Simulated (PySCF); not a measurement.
Computed Raman spectrum (relative Raman activity) of a molecule CH5Cl2NSi. Geometry optimised at PBE0-D3(BJ)/def2-SVP. Other conformers were not sampled. Level of theory: PBE0-D3(BJ)/def2-SVP (PySCF 2.14.0). Frequencies are harmonic and unscaled.

Lines under 2 % of the strongest are left out, and lines within 2 cm⁻¹ are merged.

```tsv
ν (cm⁻¹)	relative intensity
452	2.3
536	3.8
589	2.5
785	4.2
826	4.2
860	5.9
1451	5.3
1465	10
1497	11
2301	72
3025	100
3108	62
3140	43
3637	43
```

Task: Which molecule gave these data?
A. C[Si](N)(Cl)Cl
B. CN[SiH](Cl)Cl
C. NC[SiH](Cl)Cl

Result: B, CN[SiH](Cl)Cl
